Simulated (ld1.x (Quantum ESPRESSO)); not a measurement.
**Plane-wave convergence, ultrasoft potential for Au**

Au (Z = 79), ultrasoft, made with ld1.x (Quantum ESPRESSO) 7.5 (PBEsol, fully relativistic). Core [Xe] 4f14, reference 5d10 6s0.5 6p0 (charge +0.5). Waves: 6s (bound): rcut 1.50, rcutus 2.05 bohr; 6s channel at -0.25 Ry: rcut 1.50, rcutus 2.05 bohr; 6p (bound, empty): rcut 2.35, rcutus 2.75 bohr; 6p channel at 1.1 Ry: rcut 2.35, rcutus 2.75 bohr; 5d (bound): rcut 1.55, rcutus 1.85 bohr; 5d channel at -0.5 Ry: rcut 1.55, rcutus 1.85 bohr; 5f channel at 0.4 Ry: rcut 2.05, rcutus 2.80 bohr; 5f channel at 2.8 Ry: rcut 2.05, rcutus 2.80 bohr. Local part: all-electron potential smoothed inside 1.45 bohr (lloc = -2). Core correction: a·sin(br)/r model core inside 1.35 bohr. Augmentation charge: PSQ, radius 1.65 bohr.

Open shells are filled in proportion to 2j + 1 (rel_dist='average').

The pseudo-atom Hamiltonian at the reference potential is diagonalised in spherical Bessel functions j_l(qr) that vanish at 20 bohr, with q² up to the cutoff. All-electron valence levels (Ry): 6s -0.6925, 6p1/2 -0.3014, 6p3/2 -0.2428, 5d3/2 -0.8789, 5d5/2 -0.7650.

**Question.** How do the lowest levels (Ry) of each channel move with the cutoff, and are there ghosts?

**Answer.**

```csv
cutoff (Ry),s #1,s #2,s #3,p1/2 #1,p1/2 #2,p3/2 #1,d3/2 #1,d3/2 #2,d5/2 #1,d5/2 #2,f5/2 #1,f5/2 #2,f7/2 #1,f7/2 #2,Σ f·Δε (mRy)
8,-2.7161,-0.6881,-0.0998,-0.3014,-0.0420,-0.2428,-0.2240,-0.0116,-0.1882,-0.0092,0.0378,0.1510,0.0378,0.1510,6083.1
12,-3.8912,-0.6921,-0.1004,-0.3014,-0.0420,-0.2428,-0.5294,-0.0208,-0.4433,-0.0192,0.0377,0.1509,0.0377,0.1509,3328.6
18,-4.3752,-0.6924,-0.1004,-0.3014,-0.0420,-0.2428,-0.7972,-0.0243,-0.6910,-0.0232,0.0377,0.1509,0.0377,0.1509,771.4
25,-4.4562,-0.6925,-0.1004,-0.3014,-0.0420,-0.2428,-0.8656,-0.0250,-0.7535,-0.0239,0.0377,0.1509,0.0377,0.1509,122.6
35,-4.4656,-0.6925,-0.1004,-0.3014,-0.0420,-0.2428,-0.8783,-0.0251,-0.7645,-0.0240,0.0377,0.1509,0.0377,0.1509,5.9
45,-4.4661,-0.6925,-0.1004,-0.3014,-0.0420,-0.2428,-0.8786,-0.0251,-0.7647,-0.0240,0.0377,0.1509,0.0377,0.1509,3.6
55,-4.4666,-0.6926,-0.1004,-0.3014,-0.0420,-0.2428,-0.8789,-0.0252,-0.7650,-0.0240,0.0377,0.1509,0.0377,0.1509,0.6
70,-4.4668,-0.6926,-0.1004,-0.3014,-0.0420,-0.2428,-0.8789,-0.0252,-0.7650,-0.0240,0.0377,0.1509,0.0377,0.1509,0.4
400,-4.4668,-0.6926,-0.1004,-0.3014,-0.0420,-0.2428,-0.8790,-0.0252,-0.7650,-0.0240,0.0377,0.1509,0.0377,0.1509,0.0
```

Result: ghost state, extra bound levels that the all-electron valence spectrum of the same l lacks: s at -60.8 eV (a true bound ghost makes a file unfit for plane-wave use); 10 mRy is reached at 35 Ry and 1 mRy at 55 Ry.

Its largest configuration-test error is -761 meV.
